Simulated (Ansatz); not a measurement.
CH₇AlO₂Si, SMILES C[O][Al]([OH])[SiH3]. Atoms are numbered in the order given.

```xyz
12

Al     0.1149     0.0190     0.1675
O      1.3784    -0.5744     1.1463
H      1.9519    -1.3326     1.0066
O     -0.3351    -0.7077    -1.2986
C     -0.0389    -1.7627    -2.1601
H      0.2414    -1.3843    -3.1603
H      0.7963    -2.3943    -1.7977
H     -0.9184    -2.4194    -2.2915
Si    -1.0744     1.9924     0.9272
H     -1.6735     1.7714     2.2799
H     -2.1783     2.3649    -0.0083
H     -0.1516     3.1648     1.0367
```
Charge 0, spin multiplicity 1.

The structure is a stationary point at B3LYP-D3(BJ)/def2-SVP. One conformer was computed; it need not be the lowest.

Two levels are set side by side: PBE-D3(BJ)/def2-SVP (Ansatz, a quantum-chemistry and plane-wave program) and B3LYP-D3(BJ)/def2-SVP (Ansatz). Each level has its own optimised geometry; the coordinates shown are those of the second. Differences are taken from unrounded values.

```tsv
quantity	B3LYP-D3(BJ)
mean bond length (Å)	1.453
bond Al1–O2 (Å)	1.705
bond Al1–O4 (Å)	1.697
bond Al1–Si9 (Å)	2.426
bond O4–C5 (Å)	1.394
bond O2–H3 (Å)	0.961
bond C5–H6 (Å)	1.105
bond C5–H7 (Å)	1.108
bond C5–H8 (Å)	1.105
bond Si9–H10 (Å)	1.496
bond Si9–H11 (Å)	1.494
bond Si9–H12 (Å)	1.496
```

What does PBE-D3(BJ) give, and how far is it from B3LYP-D3(BJ)? (An estimate is asked for; the answer gives what the named calculation found.)


| quantity | PBE-D3(BJ) | PBE-D3(BJ) minus B3LYP-D3(BJ) |
|---|---|---|
| mean bond length (Å) | 1.463 | 0.010 |
| bond Al1–O2 (Å) | 1.720 | 0.015 |
| bond Al1–O4 (Å) | 1.712 | 0.015 |
| bond Al1–Si9 (Å) | 2.430 | 0.004 |
| bond O4–C5 (Å) | 1.398 | 0.005 |
| bond O2–H3 (Å) | 0.970 | 0.009 |
| bond C5–H6 (Å) | 1.114 | 0.008 |
| bond C5–H7 (Å) | 1.117 | 0.009 |
| bond C5–H8 (Å) | 1.114 | 0.008 |
| bond Si9–H10 (Å) | 1.508 | 0.012 |
| bond Si9–H11 (Å) | 1.506 | 0.012 |
| bond Si9–H12 (Å) | 1.508 | 0.012 |

GGA bonds tend to be longer and softer than those of functionals with exact exchange. Differences between two approximate levels are no errors against the true value.
